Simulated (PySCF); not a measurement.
Simulation results for BH4NSi

Computed with PySCF 2.14.0. Calculation on a computer-drawn molecule: the log of a Hartree-Fock and frozen-core CCSD(T) single point meant for a local Hartree-Fock minimum, with one planted fault or none, to be diagnosed. Offsets are logged minus clean, where the clean run is the same molecule without the fault. The reference is restricted for singlets and unrestricted otherwise, and also for a bond in bohr or an excited solution. Adding or removing an electron swaps singlet and doublet. The excited solution moves the top pair (singlet) or top alpha electron (doublet) to the lowest empty orbital. Highest occupied and lowest empty are orbital energies over both spins, largest force is the largest gradient component, triples share is (T) over the correlation energy, the T1 limit is 0.02 restricted and 0.045 unrestricted, electrons count all cores, a negative frequency is imaginary (commonest isotopes), and the dipole is about the centre of nuclear charge.

Common to all runs: meant charge 0; meant multiplicity 1; meant basis cc-pV(D+d)Z; logged electrons 30; logged basis functions 71; logged SCF converged yes; logged spin squared 0; logged CC converged yes; logged SCF stable within its kind yes; possible faults no fault, one electron removed, one electron added, multiplicity raised by two, geometry at a saddle point, SCF held on an excited solution, minimal basis STO-3G, one bond length entered in bohr, all coordinates scaled.

(1) 
```xyz
7
formula=BH4NSi logged_highest_occupied=-8.2348 logged_lowest_empty=0.67237 logged_largest_force=0.017032 logged_T1_diagnostic=0.01683 logged_D1_diagnostic=0.051151 logged_triples_share=0.028813 logged_dipole_magnitude=2.4902 logged_energy_HF=-370.36501 logged_energy_CCSD(T)=-370.76033 planted_fault=all_coordinates_scaled,by_+1.8_% HF_energy_offset_from_clean_run=1.163 CCSD(T)_energy_offset_from_clean_run=-0.05229
N     -0.1009     0.9287    -0.3515
B      0.7476    -0.1089     0.1107
Si     0.2082    -2.0188     0.7600
H     -1.1087     0.8433    -0.4520
H      0.2515     1.8407    -0.6330
H      1.9511     0.1511     0.1887
H      0.5712    -2.6867    -0.5875
```

Units: logged_highest_occupied, logged_lowest_empty in eV; logged_largest_force in hartree/bohr; logged_dipole_magnitude in debye; logged_energy_HF, logged_energy_CCSD(T) in hartree; HF_energy_offset_from_clean_run, CCSD(T)_energy_offset_from_clean_run in kcal/mol.

Drawn bonds:
```tsv
atom	other atom	order
1	2	1
2	3	1
1	4	1
1	5	1
2	6	1
3	7	1
```

(2) 
```xyz
7
formula=BH4NSi logged_highest_occupied=-8.0192 logged_lowest_empty=0.3931 logged_largest_force=2.275e-05 logged_lowest_frequency=-213.57 logged_T1_diagnostic=0.017353 logged_D1_diagnostic=0.055226 logged_triples_share=0.028631 logged_dipole_magnitude=2.4376 logged_energy_HF=-370.36115 logged_energy_CCSD(T)=-370.75535 planted_fault=geometry_at_a_saddle_point HF_energy_offset_from_clean_run=3.583 CCSD(T)_energy_offset_from_clean_run=3.074
N      1.2290     0.0837     0.0000
B     -0.0890    -0.3565     0.0000
Si    -1.5878     1.1164     0.0000
H      2.0149    -0.5353     0.0000
H      1.4865     1.0502     0.0000
H     -0.2658    -1.5482     0.0000
H     -2.7878     0.1897     0.0000
```

Units: logged_highest_occupied, logged_lowest_empty in eV; logged_largest_force in hartree/bohr; logged_lowest_frequency in cm⁻¹; logged_dipole_magnitude in debye; logged_energy_HF, logged_energy_CCSD(T) in hartree; HF_energy_offset_from_clean_run, CCSD(T)_energy_offset_from_clean_run in kcal/mol.

Drawn bonds:
```tsv
atom	other atom	order
1	2	1
2	3	1
1	4	1
1	5	1
2	6	1
3	7	1
```
